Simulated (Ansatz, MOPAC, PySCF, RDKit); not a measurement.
Dimer: CH6OSn (SMILES C[O][SnH3]) (first 9 atoms) with NH3 (SMILES N); geometry from B3LYP-D3(BJ)/def2-TZVP, rigid monomers moved along the line of their centres of mass till Sn3···N10 is 3.93 Å.
(charge 0, multiplicity 1):
```xyz
13

C     -2.399     0.939     1.313
O     -1.373     0.012     1.601
Sn     0.545     0.552     1.333
H     -3.359     0.454     1.510
H     -2.341     1.838     1.939
H     -2.394     1.261     0.265
H      0.304     2.168     0.746
H      1.288    -0.355     0.093
H      1.388     0.649     2.815
N      0.342    -3.132     2.694
H      0.621    -3.354     3.642
H     -0.662    -2.977     2.674
H      0.564    -3.923     2.102
```

Interaction energies are E(AB) − E(A) − E(B) at the monomers' geometry in the complex; basis-set methods are counterpoise corrected. RDKit's UFF carries no charges.

The state reached by PM7 isn't checked; PM7 holds dispersion and hydrogen-bond terms.

Codes used: Ansatz (Gaussian basis) for Hartree–Fock, density functionals and correlated methods; MOPAC for PM7 (differences of heats of formation); PySCF for the dispersion terms; RDKit for the force fields. Each number belongs to the level named beside it. In def2 rows elements past Kr take small-core potentials, without spin–orbit coupling.

### Question
One of these levels gives -1.23 kcal/mol for the interaction energy. Which one is it?
(A) UFF
(B) PM7
(C) PBE-D4/def2-TZVPPD
(D) HF/def2-SVPD

### Answer
B, PM7. The others give -0.78 (UFF), -2.71 (HF/def2-SVPD), -3.58 (PBE-D4/def2-TZVPPD)

Ansatz is a quantum-chemistry and plane-wave program.
